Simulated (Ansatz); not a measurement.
Computed with B3LYP-D3(BJ)/def2-TZVP (Ansatz, an electronic-structure program). No frequencies were computed at this level.

Ansatz 0.2 input:
```yaml
crystal:
  periodic: [false, false, false]
  atoms:
    - { symbol: S, position_ang: [1.32369, -0.880724, 0.09297] }
    - { symbol: C, position_ang: [-0.421549, -0.361887, 0.017886] }
    - { symbol: S, position_ang: [-0.675338, 1.437316, -0.120479] }
    - { symbol: H, position_ang: [1.66195, -0.414383, -1.106337] }
    - { symbol: H, position_ang: [-0.887393, -0.726258, 0.930261] }
    - { symbol: H, position_ang: [-0.895859, -0.804613, -0.854598] }
    - { symbol: H, position_ang: [-0.105501, 1.75055, 1.040297] }
basis:
  gaussian: { orbitals: def2-tzvp }
hamiltonian:
  xc: b3lyp
  dispersion: d3bj
relax:
  max_steps: 150
```

Output:

```
Functional definition: B3LYP
898 factors; their error is unknown
mean field evaluation 1: about -22771.5102 eV, gradient 3.8e1 eV
mean field evaluation 2: about -22767.6873 eV, gradient 5.3e1 eV
mean field evaluation 4: about -22774.9638 eV, gradient 1.3e0 eV
mean field evaluation 8: about -22774.9951 eV, gradient 3.9e-2 eV
mean field evaluation 16: about -22774.9951 eV, gradient 3.9e-5 eV
mean field -22774.99514057 eV, -836.9656339696 hartree, gradient 3.9e-5 eV, S^2 0.000000; 0 other end points of the search recorded, 0 dependent functions left out
reference -22774.99536304 eV, -836.9656421455 hartree; 21, 21 occupied and 108, 108 virtual orbitals, 898 factors
relax step   1: F+E_penalty+E_count = -22775.27784286 eV  Δ(F+E_penalty+E_count) = +0.000e0 eV  max|allowed force component| = 3.430e-1 eV/Å  Δτ_max = 0.0000 Å  (27 SCF iters, accepted)
these checks for a lower state are left out or cut short: starts, cluster_reference, orbital_swaps, neighbouring_geometries, increment
898 factors; their error is unknown
mean field -22775.01174414 eV, -836.9662441398 hartree, gradient 2.0e-5 eV, S^2 0.000000; 0 other end points of the search recorded, 0 dependent functions left out
reference -22775.01196706 eV, -836.9662523320 hartree; 21, 21 occupied and 108, 108 virtual orbitals, 898 factors
relax step   2: F+E_penalty+E_count = -22775.29298027 eV  Δ(F+E_penalty+E_count) = -1.514e-2 eV  max|allowed force component| = 1.049e-1 eV/Å  Δτ_max = 0.0684 Å  (29 SCF iters, accepted)
these checks for a lower state are left out or cut short: starts, cluster_reference, orbital_swaps, neighbouring_geometries, increment
898 factors; their error is unknown
mean field evaluation 32: about -22775.0129 eV, gradient 1.6e-5 eV
mean field -22775.01290214 eV, -836.9662866953 hartree, gradient 1.6e-5 eV, S^2 0.000000; 0 other end points of the search recorded, 0 dependent functions left out
reference -22775.01312462 eV, -836.9662948715 hartree; 21, 21 occupied and 108, 108 virtual orbitals, 898 factors
relax step   3: F+E_penalty+E_count = -22775.29452658 eV  Δ(F+E_penalty+E_count) = -1.546e-3 eV  max|allowed force component| = 6.209e-2 eV/Å  Δτ_max = 0.0182 Å  (31 SCF iters, accepted)
these checks for a lower state are left out or cut short: starts, cluster_reference, orbital_swaps, neighbouring_geometries, increment
898 factors; their error is unknown
mean field -22775.01277124 eV, -836.9662818848 hartree, gradient 1.6e-5 eV, S^2 0.000000; 0 other end points of the search recorded, 0 dependent functions left out
reference -22775.01299360 eV, -836.9662900564 hartree; 21, 21 occupied and 108, 108 virtual orbitals, 898 factors
relax step   4: F+E_penalty+E_count = -22775.29481427 eV  Δ(F+E_penalty+E_count) = -2.877e-4 eV  max|allowed force component| = 2.506e-2 eV/Å  Δτ_max = 0.0112 Å  (31 SCF iters, accepted)
these checks for a lower state are left out or cut short: starts, cluster_reference, orbital_swaps, neighbouring_geometries, increment
898 factors; their error is unknown
mean field -22775.01267714 eV, -836.9662784268 hartree, gradient 1.6e-5 eV, S^2 0.000000; 0 other end points of the search recorded, 0 dependent functions left out
reference -22775.01289939 eV, -836.9662865944 hartree; 21, 21 occupied and 108, 108 virtual orbitals, 898 factors
relax step   5: F+E_penalty+E_count = -22775.29485619 eV  Δ(F+E_penalty+E_count) = -4.192e-5 eV  max|allowed force component| = 3.114e-3 eV/Å  Δτ_max = 0.0063 Å  (31 SCF iters, accepted)
898 factors; their error is unknown
mean field evaluation 64: about -22775.0127 eV, gradient 3.9e-5 eV
mean field -22775.01267714 eV, -836.9662784268 hartree, gradient 2.2e-5 eV, S^2 0.000000; 1 other end points of the search recorded, 0 dependent functions left out
reference -22775.01289939 eV, -836.9662865944 hartree; 21, 21 occupied and 108, 108 virtual orbitals, 898 factors
Total energy: -22775.29507844 eV, -836.9766564832 hartree
Atom 0 at     1.303159    -0.917765     0.089413 Å, force     0.000839     0.001390    -0.003114 eV/Å
Atom 1 at    -0.430202    -0.369315     0.018253 Å, force     0.001422     0.001221    -0.000060 eV/Å
Atom 2 at    -0.714825     1.422834    -0.114375 Å, force     0.001651     0.000747     0.003009 eV/Å
Atom 3 at     1.693468    -0.332640    -1.055105 Å, force    -0.000739    -0.001356     0.002705 eV/Å
Atom 4 at    -0.894487    -0.764919     0.919275 Å, force    -0.001165    -0.000218     0.000741 eV/Å
Atom 5 at    -0.934564    -0.805269    -0.841668 Å, force    -0.000426    -0.001148    -0.000674 eV/Å
Atom 6 at    -0.022550     1.767075     0.984209 Å, force    -0.001582    -0.000637    -0.002607 eV/Å
Dipole moment:    -0.068854    -0.059109     0.002921 e Å
```

Cost: very roughly 23 core-seconds.
